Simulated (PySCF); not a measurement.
Computed Raman spectrum (relative Raman activity) of a molecule C3H5BO2. Coordinates come from a B3LYP-D3(BJ)/def2-SVP optimisation. The values are those of a single conformer. The numbers are results of B3LYP-D3(BJ)/def2-SVP in PySCF, not measurements. No scaling factor is applied to the harmonic values.

| ν (cm⁻¹) | relative intensity |
|---|---|
| 557 | 4.1 |
| 561 | 2.2 |
| 795 | 7.8 |
| 970 | 5.4 |
| 1037 | 7.8 |
| 1143 | 3.0 |
| 1199 | 4.8 |
| 1252 | 2.1 |
| 1283 | 4.8 |
| 1348 | 2.9 |
| 1427 | 8.6 |
| 1487 | 2.8 |
| 1602 | 17 |
| 3039 | 100 |
| 3085 | 67 |
| 3182 | 89 |
| 3233 | 91 |
| 3857 | 81 |

Q: Identify the compound among the candidates.
(A) CC1=CB(O)O1
(B) OB1C=COC1
(C) O=CB1COC1
(D) CB1CC(=O)O1

A: B, OB1C=COC1
